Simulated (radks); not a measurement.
Values are calculated unless marked as measured or tabulated.
Question: Species: neutral neon. Configuration: [Ne]. Level of theory: non-relativistic Kohn-Sham, PBE, spin-unpolarised, spherical densities, point nucleus (a radial shooting solver on a logarithmic mesh with Libxc functionals). Some entries of the table are withheld. Estimate them.

orbital  occ.  eigenvalue (hartree)  <1/r> (bohr^-1)
1s          2                   (1)              (2)
2s          2                   (3)              (4)
2p          6                   (5)              (6)

Answer: 
(1) 1s eigenvalue (hartree): -30.48934
(2) 1s <1/r> (bohr^-1): 9.604
(3) 2s eigenvalue (hartree): -1.33318
(4) 2s <1/r> (bohr^-1): 1.633
(5) 2p eigenvalue (hartree): -0.49050
(6) 2p <1/r> (bohr^-1): 1.436
